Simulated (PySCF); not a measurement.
# Excitation energy of Ca by level of theory

Ca [Ar] 4s2 (1S) → Ca [Ar] 4s1 4p1 (3P), as a difference of total energies. Computed with PySCF 2.14 in aug-cc-pwCVTZ-X2C, with scalar relativity by spin-free X2C-1e. Correlated levels: valence and next inner shell: [Ne] frozen. The calculations carry no spin-orbit coupling.

```json
{"method": "UHF", "excitation energy (eV)": "1.026", "error (eV)": "-0.866"}
{"method": "MP2 (valence and next inner shell)", "excitation energy (eV)": "1.823", "error (eV)": "-0.069"}
{"method": "SCS-MP2 (valence and next inner shell)", "excitation energy (eV)": "1.903", "error (eV)": "+0.011"}
{"method": "CCSD (valence and next inner shell)", "excitation energy (eV)": "1.824", "error (eV)": "-0.068"}
{"method": "CCSD(T) (valence and next inner shell)", "excitation energy (eV)": "1.887", "error (eV)": "-0.005"}
```

Reference: 1.892 eV (measured; NIST levels, between the centres of gravity of the two terms).

Errors of the correlated levels include the incompleteness of this basis and the frozen core.
